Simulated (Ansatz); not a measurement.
[AlCl6]3- (AlCl6³⁻), relaxed as a singlet with RKS PBE-D4/def2-SVPD in Ansatz, starting from the GFN2-xTB (ALPB water) geometry. Force threshold 0.02 eV/Å.

A multiply charged anion in the gas phase is held together partly by the finite basis. The highest occupied level of the charge -3 singlet lies above zero (up to 5.12 eV). The electron is either unbound and held by the finite basis, or the level is raised by self-interaction error.

Start:

```xyz
7

Al   -0.001    0.000   -0.001
Cl    2.001    0.306    1.139
Cl   -2.004   -0.306   -1.140
Cl    0.341   -2.299    0.020
Cl   -0.340    2.298   -0.018
Cl    1.135    0.158   -2.023
Cl   -1.133   -0.157    2.022
```

```json
{"step": "1", "energy (eV)": "-81680.2758", "largest force component (eV/Å)": "0.982", "SCF passes": "13"}
{"step": "2", "energy (eV)": "-81680.5562", "largest force component (eV/Å)": "0.260", "SCF passes": "17"}
{"step": "3", "energy (eV)": "-81680.5820", "largest force component (eV/Å)": "0.037", "SCF passes": "17"}
{"step": "4", "energy (eV)": "-81680.5825", "largest force component (eV/Å)": "0.001", "SCF passes": "18"}
```

Force components are those of the run's own axes.

End:

```xyz
7

Al    0.000    0.000    0.000
Cl    2.098    0.321    1.198
Cl   -2.098   -0.321   -1.198
Cl    0.359   -2.411    0.017
Cl   -0.359    2.411   -0.017
Cl    1.187    0.161   -2.123
Cl   -1.187   -0.161    2.123
```

By distances, no bond broke or formed. The bond that changes most is Al1–Cl5, from 2.32 to 2.44 Å (atoms count from 1).

No frequencies were taken in this run, so the end may be a saddle point.

Run time 14 s (4 threads of Intel Xeon on a shared host).
